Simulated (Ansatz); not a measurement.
Consider the ligand exchange at a Ge–S bond: `[SH][GeH]([Cl])[Cl]` + H₂Se → `[Cl][GeH]([Cl])[SeH]` + H₂S.

Isolated molecules relaxed with PBE0-D4/def2-TZVP in Ansatz; ΔE leaves out vibrations. CCSD(T)/CBS is the MP2 limit (def2-TZVPP, def2-QZVPP) plus CCSD(T) − MP2 in def2-TZVPP, frozen cores. This one scheme is used for every species. DFT in def2-TZVPP. B3LYP here is the variant with VWN-RPA as its local correlation; programs differ in this. For Ge, Se outer-core shells are correlated without core-valence functions, which leaves a few kJ/mol of doubt a bond. Scalar relativity is left out up to krypton. Each species was taken in one conformer, which may not be the lowest.

Question: Is it downhill or uphill in electronic energy at CCSD(T)/CBS, and by how much? (Best estimate.)

Answer: Ansatz gave: Downhill: ΔE = -3.1 kcal/mol.

Question: What do these levels give: LDA (SPW92), B3LYP-D4, revPBE, PBE0, r2SCAN0, SCS-MP2/def2-QZVPP? (Best estimate.)

Answer: Computed: LDA (SPW92) -2.5, B3LYP-D4 -3.1, revPBE -2.8, PBE0 -2.8, r2SCAN0 -2.8, SCS-MP2/def2-QZVPP -3.0 kcal/mol.

Question: What do rigid-rotor, harmonic-oscillator terms from PBE0-D4/def2-TZVP frequencies (298.15 K, 1 bar) make of the CCSD(T)/CBS value? (Estimate.)

Answer: Computed: ΔZPE = +0.2 kcal/mol, ΔH = -2.7 kcal/mol, ΔS = 0 J/(mol·K), ΔG = -2.7 kcal/mol.

Largest T1 diagnostic among the species: 0.010.

Leaving LDA and LC-ωPBE aside and taking each functional with its dispersion term where it has one, the values, not all of them listed here, spread over 1.6 kcal/mol, from BHLYP-D4 to B97M-V.
